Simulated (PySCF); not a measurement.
H₃In, singlet, at a GFN2-xTB geometry (such geometries of metal compounds can be far from the true shape) (core potentials on In). Base run: PBE0/def2-TZVP, polarisability (PySCF).

Here is a job for PySCF.
```python
from pyscf import gto, scf, dft
from pyscf.prop import polarizability

mol = gto.M(
    atom='''
In    0.000000   -0.000000   -0.000000
H     0.640218   -0.488253    1.518309
H    -0.346276    1.657536   -0.293601
H    -0.293941   -1.169282   -1.224708
''',
    basis='def2-tzvp',
    ecp={'In': 'def2-tzvp'},
    charge=0,
    spin=0,
    verbose=4,
)

mf = dft.RKS(mol)
mf.xc = 'pbe0'
mf.kernel()
alpha = mf.Polarizability().polarizability()[2, 2]
print('alpha_zz =', alpha)
```

Each row names what was changed in the base input (with any setting that the change needs).

| change | alpha_zz (bohr³) | basis functions |
|---|---|---|
| base | 41.07 | 68 |
| finite field (a.u.) = 0.001; conv_tol = 1e-11 | 41.07 | 68 |
| finite field (a.u.) = 0.05; conv_tol = 1e-11 | 42.03 | 68 |
| basis = def2-SVPD | 44.02 | 56 |
| functional = pbe | 42.41 | 68 |
| basis = def2-SVP | 35.58 | 41 |
| finite field (a.u.) = 0.02; conv_tol = 1e-11 | 41.22 | 68 |
| basis = def2-TZVPD | 44.64 | 83 |
| functional = hf | 37.94 | 68 |
| finite field (a.u.) = 0.005; conv_tol = 1e-11 | 41.08 | 68 |
| functional = camb3lyp | 40.57 | 68 |
| finite field (a.u.) = 2e-4; conv_tol = 1e-11 | 41.07 | 68 |

Finite-field rows take the second difference of the energy in a field along z; a small field with loose convergence shows SCF noise divided by the square of the field, and a large one adds hyperpolarisability.
